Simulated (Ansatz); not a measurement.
`BN[SiH2]C=C`. The species carries charge 0 and has multiplicity 1.

Z-matrix (Å, degrees):
```
Si
N 1 1.747
C 1 1.856 2 111.3
H 1 1.482 2 105.9 3 122.0
H 1 1.489 2 110.3 3 -118.3
B 2 1.398 1 127.2 3 -119.5
H 2 1.011 1 116.2 3 59.6
C 3 1.331 1 122.4 2 -119.6
H 3 1.089 1 119.3 2 60.5
H 6 1.198 2 119.0 1 -0.4
H 6 1.198 2 119.7 1 179.5
H 8 1.087 3 122.4 1 -179.7
H 8 1.087 3 121.5 1 0.2
```

List the harmonic frequencies (cm⁻¹, unscaled) at PBE0-D4/def2-TZVP in Ansatz. (Best estimate.)

Ansatz gave: 57, 80, 181, 269, 295, 351, 502, 622, 689, 748, 760, 816, 882, 939, 969, 1010, 1017, 1022, 1049, 1172, 1277, 1291, 1408, 1441, 1670, 2209, 2248, 2567, 2648, 3128, 3141, 3212, 3585.

Is this a minimum?

Yes, all 33 modes are real.

Give the ideal-gas thermochemistry at 298.15 K and 1 bar (rigid rotor, harmonic oscillator; point group C1, symmetry number 1).

Zero-point energy 258.7 kJ/mol; H(298) − E = 280.5 kJ/mol; entropy 349.9 J/(mol·K), of which translation 164.3, rotation 110.7, vibration 74.9; G(298) − E = 176.2 kJ/mol. Modes under 100 cm⁻¹ are hindered rotations or soft bends, so the harmonic entropy is rough.
